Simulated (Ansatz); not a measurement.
Computed with Ansatz on PBE0-D4/def2-TZVP structures; ΔE is electronic, products minus reactants. CCSD(T)/CBS adds triple-zeta CCSD(T) − MP2 to the extrapolated MP2 energy (def2 sets, frozen cores). This one scheme is used for every species. Functionals use def2-TZVPP. B3LYP here is the variant with VWN-RPA as its local correlation; programs differ in this. For Br outer-core shells are correlated without core-valence functions, which leaves a few kJ/mol of doubt a bond. Scalar relativity is left out up to krypton. One conformer a species, not always the lowest.

Reaction (ligand exchange at the Si–O bond): `O[SiH]1[NH][AlH]1` + HBr → `Br[SiH]1[NH][AlH]1` + H₂O

Problem. Is it downhill or uphill in electronic energy at CCSD(T)/CBS, and by how much? (Best estimate.)

Solution. Ansatz gave: Downhill: ΔE = -12.9 kJ/mol.

Problem. What do these levels give: B97M-V, r2SCAN0-D4, ωB97X-V, PBE-QIDH, BLYP, r2SCAN, B3LYP, CAM-B3LYP, CCSD(T)/def2-TZVPP, MP2/def2-QZVPP, SCS-MP2/def2-QZVPP, CCSD/CBS(def2)? (An estimate is asked.)

Solution. Computed: B97M-V -2.6, r2SCAN0-D4 -11.7, ωB97X-V -7.1, PBE-QIDH -13.8, BLYP -2.4, r2SCAN -8.9, B3LYP -3.8, CAM-B3LYP 1.5, CCSD(T)/def2-TZVPP -6.3, MP2/def2-QZVPP -15.5, SCS-MP2/def2-QZVPP -10.3, CCSD/CBS(def2) -11.7 kJ/mol.

Problem. What do rigid-rotor, harmonic-oscillator terms from PBE0-D4/def2-TZVP frequencies (298.15 K, 1 bar) make of the CCSD(T)/CBS value? (An estimate is asked.)

Solution. Ansatz gave: ΔZPE = +7.2 kJ/mol, ΔH = -4.8 kJ/mol, ΔS = 5 J/(mol·K), ΔG = -6.3 kJ/mol.

Largest T1 diagnostic among the species: 0.014.

Leaving LDA and LC-ωPBE aside and taking each functional with its dispersion term where it has one, the values, not all of them listed here, spread over 15.8 kJ/mol, from HSE06-D4 to CAM-B3LYP-D4. LDA lies +6.8 kJ/mol from PBE without D4. At CCSD(T), def2-SVP lies +5.2 kJ/mol from the extrapolated value and def2-TZVPP +6.6 kJ/mol. The D4 term adds −3.9 kJ/mol with B3LYP and −2.1 kJ/mol with PBE0; it sums over pairs of atoms, weighted by their polarisabilities, and B3LYP, whose exchange is more repulsive, gets the larger term.
